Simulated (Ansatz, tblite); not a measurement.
Isomers of Li$_{2}$I$_{3}$⁻ (singlet), found by a short tight-binding search and relaxed with r2SCAN-D4/def2-SVPD in Ansatz.

In the def2 sets I takes a core potential, while STO-3G treats all electrons; there is no spin–orbit coupling. The xTB rows come from tblite. B3LYP takes the VWN-RPA correlation. Correlated methods freeze 12 core orbitals; core or outer-core shells of Li, I are correlated, in sets that lack core-valence functions.

Other spin states weren't relaxed.

A:

```xyz
5

Li    1.0179   -0.6938    0.2741
Li   -1.0194    0.6924   -0.2721
I     0.8698    0.3949   -2.2548
I     0.5671    1.5439    1.8155
I    -1.4353   -1.9374    0.4372
```

B:

```xyz
5

Li   -0.117    1.829    1.288
Li    0.048   -0.708   -0.498
I     0.155   -2.804   -1.984
I    -0.425   -0.432    2.376
I     0.339    2.115   -1.182
```

C:

Cartesian coordinates in Å:
```
Li -2.099 0.492 1.332
Li 2.110 -0.541 -1.295
I -4.130 0.790 2.782
I -0.117 0.518 -0.391
I 4.235 -1.259 -2.428
```

Problem. Estimate which lies lowest at each level, and how far above it the others are (kcal/mol).

Solution. 
| level | A | B | C |
| --- | --- | --- | --- |
| GFN1-xTB | 12.0 | 5.6 | 0.0 |
| GFN2-xTB | 11.7 | 7.3 | 0.0 |
| HF/STO-3G | 3.4 | 0.0 | 0.3 |
| HF/def2-SVPD | 9.7 | 3.4 | 0.0 |
| HF/def2-TZVPD | 9.5 | 3.7 | 0.0 |
| PBE-D4/def2-TZVPD | 1.7 | 0.3 | 0.0 |
| BLYP-D4/def2-TZVPD | 5.0 | 1.7 | 0.0 |
| r2SCAN-D4/def2-TZVPD | 1.8 | 0.2 | 0.0 |
| B3LYP-D4/def2-TZVPD | 4.4 | 1.3 | 0.0 |
| PBE0-D4/def2-TZVPD | 1.6 | 0.3 | 0.0 |
| MP2/def2-SVPD | 3.5 | 1.2 | 0.0 |
| MP2/def2-TZVPD | 2.5 | 0.9 | 0.0 |
| CCSD/def2-SVPD | 4.8 | 1.6 | 0.0 |
| CCSD(T)/def2-SVPD | 4.2 | 1.4 | 0.0 |
Point groups (tolerance 0.1 Å): A D3h, B not assigned, C C2v. Lower isomers may exist.
